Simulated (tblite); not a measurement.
C₄H₆N₂O₂Si.
Bonds: O1–C2 (double), C2–O3, O3–C4, C4–C5 (aromatic), C5–N6 (aromatic), N6–C7 (aromatic), C7–N8 (aromatic), N8–Si9, C4–N8 (aromatic). Hydrogens: H10 on C2; H11 on C5; H12 on C7; H13, H14, H15 on Si9.

Structure optimised with GFN2-xTB, isolated species.

(1) What internal coordinates does the optimisation give?

Answers

(1) 
```tsv
bond	length (bohr)
O1=C2	2.279
C2–O3	2.466
O3–C4	2.595
C4–C5	2.592
C5–N6	2.561
N6–C7	2.458
C7–N8	2.569
N8–Si9	3.370
C4–N8	2.586
C2–H10	2.081
C5–H11	2.022
C7–H12	2.021
Si9–H13, Si9–H14	2.748
Si9–H15	2.786
```

Bonds in one row agree within 0.02 bohr and their mean is given. A selection of angles:
```tsv
angle	degrees
O1–C2–O3	128.0
C2–O3–C4	123.8
O3–C4–C5	124.0
O3–C4–N8	128.0
C5–C4–N8	108.1
C4–C5–N6	108.8
C5–N6–C7	105.5
N6–C7–N8	114.1
C7–N8–Si9	123.0
C4–N8–C7	103.6
C4–N8–Si9	133.4
```

Dihedral angles: O1–C2–O3–C4 -2° (synperiplanar); C2–O3–C4–C5 -169° (antiperiplanar). The mirror-image conformer, all signs reversed, is as good.

Si9 and O1 aren't drawn bonded (5 bonds apart) but lie 2.42 Å from each other; Cordero's covalent radii sum to 1.77 Å. The 3 C–O bonds span 1.206 Å (O1=C2, drawn double) to 1.373 Å (O3–C4, drawn single), a spread of 0.167 Å. Si9 (SiH3 silicon) is distorted tetrahedral (angles from 98.7° to 124.8°). O3 (ester single-bonded oxygen) is bent (angle 123.8°). The C–N distances run from 1.301 Å (N6–C7, aromatic) to 1.369 Å (C4–N8, aromatic), a spread of 0.068 Å. N8 (pyrrole-type nitrogen) is planar (angles 133.4°, 123.0° and 103.6°, sum 360.0°, 0.00 Å off the plane of its three neighbours). Of the pairs four or more bonds apart, those above aside, C2···Si9 is among the closest relative to their van der Waals radii: 3.22 Å, 85 % of the sum of Bondi's values.

Point group: C1 (no symmetry element, even within 0.4 Å). Its GFN2-xTB frequencies are all real (lowest 20 cm⁻¹). The numbers are those of one conformer.

These are computed values.
